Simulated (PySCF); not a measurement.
singlet silylene (H$_{2}$Si), singlet, at a GFN2-xTB geometry. Base run: CAMB3LYP/STO-3G in PySCF.

PySCF was given this input:
```python
from pyscf import gto, scf, dft

mol = gto.Mole()
mol.atom = '''
    Si   -0.006668   -0.002780    0.122759
    H     0.047787    1.131724   -0.834069
    H     0.045568   -1.092808   -0.884561
'''
mol.basis = 'sto-3g'
mol.charge = 0
mol.spin = 0
mol.verbose = 4
mol.build()

mf = dft.RKS(mol)
mf.xc = 'camb3lyp'
mf.kernel()
```

The base run was repeated with changes; each row names its change, and settings that it needs were set with it.

| change | E (Eh) | HOMO (eV) | HOMO-LUMO gap (eV) | dipole (D) | core-seconds (rough) |
|---|---|---|---|---|---|
| base | -287.19553 | -4.61 | 7.28 | 0.16 | 0.5 |
| functional = m06l | -287.20799 | -2.32 | 2.64 | 0.16 | 2 |
| functional = scan | -287.22816 | -2.29 | 2.59 | 0.14 | 0.7 |
| functional = hse06 | -287.10878 | -2.85 | 3.75 | 0.18 | 1 |
| functional = wb97m_v | -287.23923 | -5.47 | 9.22 | 0.09 | 20 |
| functional = tpss | -287.23425 | -2.28 | 2.43 | 0.11 | 0.8 |
| functional = wb97x_v | -287.17227 | -5.66 | 9.54 | 0.18 | 20 |
| functional = wb97x | -287.20749 | -5.70 | 9.53 | 0.20 | 0.7 |
| functional = pw6b95 | -287.47165 | -3.45 | 4.66 | 0.12 | 0.7 |
| functional = b97m_v | -287.19251 | -2.44 | 2.87 | 0.01 | 30 |
| functional = b3lyp; dispersion = d4 | -287.22747 | -3.08 | 4.11 | 0.10 | 0.5 |
| functional = blyp; dispersion = d3bjm | -287.18443 | -1.95 | 2.17 | 0.06 | 0.4 |
| functional = pw91,pw91 | -287.17268 | -2.10 | 2.09 | 0.15 | 0.6 |

Absolute energies of different levels of theory aren't comparable as measures of quality.
